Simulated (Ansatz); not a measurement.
# Breaking a bond in InHCl (SMILES [Cl][InH])

The species is InHCl (3 atoms), meant as a doublet with charge 0. As SMILES, `[Cl][InH]`. The coordinates come from a PBE0-D4/def2-TZVP relaxation.

| atom | x (Å) | y (Å) | z (Å) |
| --- | --- | --- | --- |
| Cl | -1.6498 | 0.3968 | -0.8674 |
| In | 0.4095 | 0.5424 | 0.2861 |
| H | 1.2294 | -1.0039 | 0.5681 |

The In2–H3 distance is scanned; the parts on either side stay rigid. Basis STO-3G, 23 core orbitals frozen in the correlated methods; program Ansatz 0.2.0. FCI is exact within this basis and core. Energies in eV from each method's value at 1.773 Å; open shells run as named. The shape above is that at 1.773 Å.

```tsv
distance (Å)	UPBE	UHSE06	RPA@PBE	UCCSD(T)	UBCCD(T)	UCCSDT	FCI
1.773	0.00	0.00	0.00	0.00	0.00	0.00	0.00
2.216	1.23	1.28	1.06	1.10	1.10	1.10	1.10
2.659	2.35	2.37	2.08	2.03	2.03	2.03	2.03
3.546	2.86	2.77	2.11	2.22	2.22	2.23	2.23
4.432	2.89	2.78	2.09	2.23	2.23	2.23	2.23
```

Departure from the FCI curve at its largest: UPBE +0.66 eV at 4.43 Å; UHSE06 +0.55 eV at 4.43 Å; RPA@PBE -0.14 eV at 4.43 Å; UCCSD(T) within 0.005 eV; UBCCD(T) within 0.005 eV; UCCSDT within 0.005 eV. For the functionals part of the departure is owed to the small basis.
